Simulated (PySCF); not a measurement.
PySCF input file for 1,1-difluoropropan-2-one (C₃H₄F₂O), SMILES CC(=O)C(F)F, B3LYP-D3(BJ)/def2-SVP. The structure is a stationary point at B3LYP-D3(BJ)/def2-SVP. Other conformers were not sampled.

```python
import numpy as np
from pyscf import gto, scf, dft, df
from pyscf.hessian import thermo

mol = gto.M(
    atom='''
    C     1.72068385    0.18383074   -0.12515927
    C     0.43570979    0.21517911    0.65776152
    O     0.34126244    0.48899117    1.82918549
    C    -0.83333934   -0.13627469   -0.13948955
    F    -0.96331730    0.73016626   -1.17825360
    F    -0.70533047   -1.38745644   -0.65412567
    H     2.56443098    0.43989540    0.52726901
    H     1.86012540   -0.81775142   -0.56219196
    H     1.65458169    0.89230524   -0.96626054
    H    -1.72973360   -0.08717783    0.50043671
    ''',
    basis='def2-SVP',
    charge=0,
    spin=0,
    max_memory=1600,
    verbose=3,
)
mf = dft.RKS(mol, xc='b3lyp').density_fit(auxbasis='def2-universal-jkfit')
mf.disp = 'd3bj'
mf.grids.level = 3
mf.conv_tol = 1e-11
mf.max_cycle = 100
mf.kernel()

# analytic Hessian; the response equations are solved on a coarser grid
h, args, fine = mf.Hessian(), (mf.mo_energy, mf.mo_coeff, mf.mo_occ), mf.grids
h.max_memory = max(150, 2.5e-5 * df.make_auxmol(mol, mf.with_df.auxbasis).nao * mol.nelec[0] * (mol.nelec[0] + mol.nao))  # MB; small integral blocks
h1ao = h.make_h1(mf.mo_coeff, mf.mo_occ)
mf.grids = dft.Grids(mol).set(level=1).build(with_non0tab=True)
mo1, mo_e1 = h.solve_mo1(*args, h1ao)
mf.grids = fine
hess = h.hess_elec(*args, mo1, mo_e1, h1ao) + h.hess_nuc()
if mf.do_disp():
    hess += h.get_dispersion()
for i in range(mol.natm):  # the analytic DFT Hessian lacks the response of the grid: restore translational invariance
    hess[i, i] -= hess[i].sum(axis=0)
hess = (hess + hess.transpose(1, 0, 3, 2)) / 2
vib = thermo.harmonic_analysis(mol, hess, imaginary_freq=False)
thermo.dump_normal_mode(mol, vib)
th = thermo.thermo(mf, vib['freq_au'][vib['freq_au'] > 0], 298.15, 101325)
thermo.dump_thermo(mol, th)
g0 = mf.nuc_grad_method().set(verbose=0).kernel()

# dipole derivatives [dipole axis, atom, xyz] from the same response
r, irp = mol.intor('int1e_r'), mol.intor('int1e_irp').reshape(3, 3, mol.nao, mol.nao)
sl, dm0, ok = mol.aoslice_by_atom(), np.array(mf.make_rdm1()), []
dmu = np.einsum('a,xt->xat', mol.atom_charges(), np.eye(3))
for a, (_, _, p0, p1) in enumerate(sl):
    dmu[:, a] += 2 * np.einsum('xtij,ij->xt', irp[:, :, :, p0:p1], dm0.reshape(-1, mol.nao, mol.nao).sum(0)[:, p0:p1])
    for u, c, occ, f in [(mo1, mf.mo_coeff, mf.mo_occ, 4)]:
        dmu[:, a] -= f * np.einsum('tui,xuv,vi->xt', u[a], r, c[:, occ > 0], optimize=True)
L = vib['norm_mode']
ir = 974.8801 * (np.einsum('xat,kat->kx', dmu, L) ** 2).sum(1)       # km/mol
apt = np.einsum('xax->a', dmu) / 3
print('mode   freq/cm-1   IR/(km/mol)')
for k, w in enumerate(vib['freq_wavenumber']):
    print(f'{k + 1:4d} {w:11.2f} {ir[k]:13.3f}')
print('max |gradient| / (hartree/bohr):', abs(g0).max())
print('APT charges:', apt.round(4))
```

It prints:

```
converged SCF energy = -391.338024259681

WARN: DFTD3 does not support analytical Hessian, using finite difference


WARN: Mole.unit (angstrom) is changed to Bohr

Mode                                 0                   1                   2
Irrep
Freq [cm^-1]                       44.7457            136.4842            227.4068
Reduced mass [au]                   4.5403              1.1296              7.3479
Force const [Dyne/A]                0.0054              0.0124              0.2239
Char temp [K]                      64.3791            196.3703            327.1877
Normal mode                   x     y     z       x     y     z       x     y     z
       0   C                 0.01 -0.11  0.03   -0.00  0.03 -0.01    0.01 -0.08  0.02
       1   C                 0.00 -0.01  0.00   -0.00  0.01 -0.00   -0.01  0.04 -0.01
       2   O                -0.01  0.11 -0.03    0.01 -0.07  0.02    0.01 -0.07  0.02
       3   C                 0.00 -0.04  0.01   -0.00  0.02 -0.01   -0.01  0.08 -0.02
       4   F                -0.06  0.03  0.08    0.01  0.00 -0.02   -0.11 -0.00 -0.07
       5   F                 0.06  0.01 -0.09   -0.01  0.01  0.02    0.10  0.05  0.06
       6   H                -0.00  0.01 -0.00   -0.06  0.51 -0.12    0.02 -0.19  0.05
       7   H                 0.04 -0.18  0.20    0.24 -0.15  0.47   -0.11 -0.09  0.02
       8   H                 0.01 -0.26 -0.09   -0.18 -0.39 -0.34    0.13 -0.06  0.02
       9   H                 0.02 -0.13  0.03   -0.01  0.04 -0.01   -0.00  0.04 -0.01
Mode                                 3                   4                   5
Irrep
Freq [cm^-1]                      252.6521            418.6085            524.5881
Reduced mass [au]                   3.6400             13.3200              3.3769
Force const [Dyne/A]                0.1369              1.3752              0.5475
Char temp [K]                     363.5101            602.2844            754.7654
Normal mode                   x     y     z       x     y     z       x     y     z
       0   C                 0.15  0.04  0.10   -0.03  0.01  0.05   -0.04  0.01  0.06
       1   C                 0.06 -0.00 -0.04    0.00  0.02  0.08   -0.09 -0.02 -0.05
       2   O                -0.00 -0.01 -0.04    0.12  0.04  0.09    0.12  0.00 -0.05
       3   C                 0.02 -0.00 -0.01   -0.03 -0.00 -0.00   -0.10 -0.02 -0.03
       4   F                -0.09 -0.02 -0.01   -0.02 -0.08 -0.07    0.02  0.06  0.00
       5   F                -0.09 -0.01 -0.01   -0.04  0.04 -0.10    0.03 -0.05  0.03
       6   H                 0.04  0.06  0.22   -0.01  0.00  0.02   -0.23  0.04  0.29
       7   H                 0.25  0.05  0.10   -0.06  0.01  0.04    0.14  0.03  0.09
       8   H                 0.24  0.06  0.10   -0.06  0.00  0.05    0.14  0.05  0.08
       9   H                 0.09  0.03  0.09   -0.05 -0.01 -0.03   -0.17 -0.05 -0.14
Mode                                 6                   7                   8
Irrep
Freq [cm^-1]                      599.8429            621.8163            807.9376
Reduced mass [au]                   2.4091              7.1540              3.3310
Force const [Dyne/A]                0.5107              1.6298              1.2811
Char temp [K]                     863.0403            894.6552           1162.4423
Normal mode                   x     y     z       x     y     z       x     y     z
       0   C                 0.00 -0.03  0.01   -0.01 -0.00 -0.01    0.14 -0.01 -0.10
       1   C                 0.02 -0.19  0.05   -0.05 -0.02 -0.06   -0.03  0.01  0.05
       2   O                -0.01  0.05 -0.01   -0.01 -0.02 -0.07   -0.03  0.01  0.06
       3   C                -0.00  0.03 -0.01   -0.05  0.02  0.09   -0.15 -0.02  0.01
       4   F                -0.03  0.02 -0.04    0.05 -0.11  0.04    0.01  0.00 -0.00
       5   F                 0.02  0.04  0.03    0.02  0.13 -0.01    0.01 -0.00 -0.00
       6   H                -0.02  0.21 -0.05   -0.13  0.02  0.15    0.14 -0.00 -0.09
       7   H                 0.31  0.11 -0.21    0.13  0.01  0.01    0.22 -0.00 -0.09
       8   H                -0.35  0.12  0.15    0.11  0.03  0.01    0.22  0.01 -0.09
       9   H                -0.01  0.08 -0.02   -0.04  0.02  0.11   -0.27 -0.07 -0.15
Mode                                 9                  10                  11
Irrep
Freq [cm^-1]                     1011.7263           1025.4205           1114.7132
Reduced mass [au]                   1.7470              2.0200              5.7430
Force const [Dyne/A]                1.0536              1.2515              4.2045
Char temp [K]                    1455.6489           1475.3518           1603.8242
Normal mode                   x     y     z       x     y     z       x     y     z
       0   C                -0.05 -0.03 -0.12    0.01 -0.11  0.02   -0.00  0.03 -0.01
       1   C                -0.03  0.00  0.03   -0.02  0.15 -0.04    0.01 -0.05  0.01
       2   O                -0.01  0.01  0.07    0.00 -0.03  0.01   -0.00  0.01 -0.00
       3   C                 0.10  0.01  0.00   -0.00  0.04 -0.01   -0.03  0.21 -0.05
       4   F                -0.01  0.01 -0.01    0.01 -0.02  0.03   -0.00 -0.06  0.07
       5   F                -0.01 -0.01 -0.01   -0.01 -0.03 -0.02    0.02 -0.08 -0.04
       6   H                -0.40  0.02  0.32   -0.04  0.25 -0.05    0.00 -0.04  0.01
       7   H                 0.35 -0.03  0.00    0.33  0.08 -0.29   -0.07 -0.01  0.06
       8   H                 0.34  0.10 -0.04   -0.34  0.12  0.24    0.07 -0.02 -0.05
       9   H                 0.14  0.03  0.05    0.00 -0.01  0.00   -0.04  0.29 -0.07
Mode                                12                  13                  14
Irrep
Freq [cm^-1]                     1142.6086           1255.2758           1359.9225
Reduced mass [au]                   5.1320              2.0587              1.5606
Force const [Dyne/A]                3.9476              1.9113              1.7005
Char temp [K]                    1643.9594           1806.0625           1956.6257
Normal mode                   x     y     z       x     y     z       x     y     z
       0   C                -0.01 -0.00 -0.00   -0.04 -0.01 -0.03    0.03 -0.01 -0.04
       1   C                 0.06  0.00 -0.01    0.20  0.03  0.01    0.02  0.00  0.00
       2   O                -0.02 -0.01 -0.02   -0.03 -0.01 -0.01   -0.00  0.01  0.03
       3   C                -0.07  0.04  0.19   -0.04 -0.01 -0.01   -0.10 -0.04 -0.12
       4   F                 0.01  0.05 -0.08   -0.00 -0.01  0.02    0.02 -0.00  0.01
       5   F                 0.02 -0.07 -0.05   -0.00  0.01  0.01    0.02  0.01  0.01
       6   H                -0.07  0.01  0.07   -0.28  0.03  0.26   -0.12  0.02  0.14
       7   H                -0.03 -0.01  0.02   -0.09 -0.09  0.16   -0.13 -0.11  0.17
       8   H                -0.03  0.02  0.02   -0.12  0.13  0.10   -0.16  0.14  0.11
       9   H                 0.03  0.08  0.33   -0.28 -0.12 -0.34    0.36  0.18  0.54
Mode                                15                  16                  17
Irrep
Freq [cm^-1]                     1371.9603           1378.8606           1435.7560
Reduced mass [au]                   1.7818              1.1824              1.0487
Force const [Dyne/A]                1.9760              1.3245              1.2737
Char temp [K]                    1973.9453           1983.8734           2065.7333
Normal mode                   x     y     z       x     y     z       x     y     z
       0   C                 0.13  0.00 -0.06   -0.00  0.01 -0.00    0.01  0.05  0.00
       1   C                -0.11 -0.01 -0.00    0.00 -0.02  0.01    0.01  0.02 -0.01
       2   O                 0.01  0.00 -0.00   -0.00  0.00 -0.00   -0.00  0.00  0.01
       3   C                 0.07  0.02  0.05   -0.01  0.10 -0.03   -0.01 -0.00 -0.01
       4   F                -0.01  0.00 -0.01    0.02 -0.01 -0.01    0.00 -0.00  0.00
       5   F                -0.01 -0.01 -0.01   -0.02 -0.00  0.01    0.00 -0.00 -0.00
       6   H                -0.14  0.04  0.27    0.00 -0.01  0.00   -0.03 -0.59  0.30
       7   H                -0.37 -0.16  0.17   -0.00 -0.00  0.01    0.32  0.12 -0.10
       8   H                -0.41  0.13  0.10    0.01 -0.01 -0.01   -0.44 -0.33 -0.28
       9   H                -0.07 -0.05 -0.16    0.11 -0.88  0.22    0.01  0.01  0.02
Mode                                18                  19                  20
Irrep
Freq [cm^-1]                     1436.4243           1860.0575           3042.9966
Reduced mass [au]                   1.0562             11.2266              1.0361
Force const [Dyne/A]                1.2840             22.8849              5.6526
Char temp [K]                    2066.6947           2676.2086           4378.1945
Normal mode                   x     y     z       x     y     z       x     y     z
       0   C                 0.04 -0.01  0.03   -0.01  0.00  0.01    0.03 -0.00 -0.04
       1   C                 0.02 -0.01 -0.00    0.02 -0.05 -0.22   -0.00 -0.00 -0.00
       2   O                -0.01  0.00  0.02   -0.01  0.03  0.15   -0.00  0.00  0.00
       3   C                -0.01 -0.01 -0.02   -0.00  0.00  0.01   -0.00 -0.00 -0.00
       4   F                 0.00 -0.00  0.00    0.00 -0.00  0.00   -0.00 -0.00  0.00
       5   F                 0.00  0.00  0.00    0.00  0.00  0.00   -0.00  0.00  0.00
       6   H                -0.26  0.35  0.26    0.04 -0.01 -0.05   -0.34 -0.10 -0.27
       7   H                -0.37  0.18 -0.55   -0.02 -0.01  0.04   -0.08  0.56  0.24
       8   H                 0.09 -0.36 -0.28   -0.02  0.03  0.03    0.04 -0.40  0.47
       9   H                 0.02  0.01  0.04   -0.04 -0.02 -0.06    0.01 -0.00 -0.00
Mode                                21                  22                  23
Irrep
Freq [cm^-1]                     3100.0382           3121.1431           3173.4332
Reduced mass [au]                   1.0908              1.1005              1.1071
Force const [Dyne/A]                6.1763              6.3165              6.5690
Char temp [K]                    4460.2648           4490.6301           4565.8638
Normal mode                   x     y     z       x     y     z       x     y     z
       0   C                -0.00 -0.00 -0.00    0.01 -0.08  0.02   -0.05 -0.02 -0.07
       1   C                 0.00  0.00  0.00    0.00 -0.00  0.00    0.00 -0.00 -0.00
       2   O                 0.00 -0.00 -0.00    0.00 -0.00  0.00    0.00  0.00  0.00
       3   C                -0.07  0.00  0.05    0.00 -0.00  0.00    0.00  0.00 -0.00
       4   F                 0.00 -0.00 -0.00    0.00  0.00 -0.00   -0.00 -0.00  0.00
       5   F                 0.00  0.00 -0.00   -0.00  0.00  0.00   -0.00  0.00  0.00
       6   H                 0.01  0.00  0.01   -0.00 -0.01 -0.00    0.65  0.20  0.50
       7   H                 0.00 -0.00 -0.00   -0.09  0.61  0.28   -0.04  0.28  0.11
       8   H                 0.00  0.00 -0.00   -0.04  0.42 -0.52    0.01 -0.20  0.22
       9   H                 0.78 -0.04 -0.54   -0.00  0.00  0.00   -0.01  0.00  0.01
temperature 298.1500 [K]
pressure 101325.00 [Pa]
Rotational constants [GHz] 5.05004 2.70568 2.63166
Symmetry number 1
Zero-point energy (ZPE) 0.06940 [Eh]   182217.690 [J/mol]
                           tot       elec      trans        rot        vib
Entropy [J/mol/K]       337.244      0.000    165.416    111.269     60.558
Cv [J/mol/K]             86.421      0.000     12.472     12.472     61.477
Cp [J/mol/K]             94.735      0.000     20.786     12.472     61.477
Internal energy [J/mol]                      3718.434   3718.434 191573.164
Internal energy [Eh]   -391.26223  -391.33802
Enthalpy [J/mol]                             6197.391   3718.434 191573.164
Enthalpy [Eh]          -391.26128
Gibbs free energy [J/mol]                  -43121.524 -29456.554 173517.861
Gibbs free energy [Eh] -391.29958
mode   freq/cm-1   IR/(km/mol)
   1       44.75         7.470
   2      136.48         0.003
   3      227.41         1.753
   4      252.65        12.015
   5      418.61         4.083
   6      524.59        31.170
   7      599.84         0.713
   8      621.82         5.830
   9      807.94        12.973
  10     1011.73        10.121
  11     1025.42        27.648
  12     1114.71       168.674
  13     1142.61        78.418
  14     1255.28        19.779
  15     1359.92        31.097
  16     1371.96        52.610
  17     1378.86        20.394
  18     1435.76        13.671
  19     1436.42        22.263
  20     1860.06       133.789
  21     3043.00         0.065
  22     3100.04        28.170
  23     3121.14         0.531
  24     3173.43         1.803
max |gradient| / (hartree/bohr): 0.0001403410978697784
APT charges: [-0.1716  0.6555 -0.5796  1.0117 -0.5067 -0.5067  0.0293  0.0555  0.0555
 -0.0428]
```

The run converged.
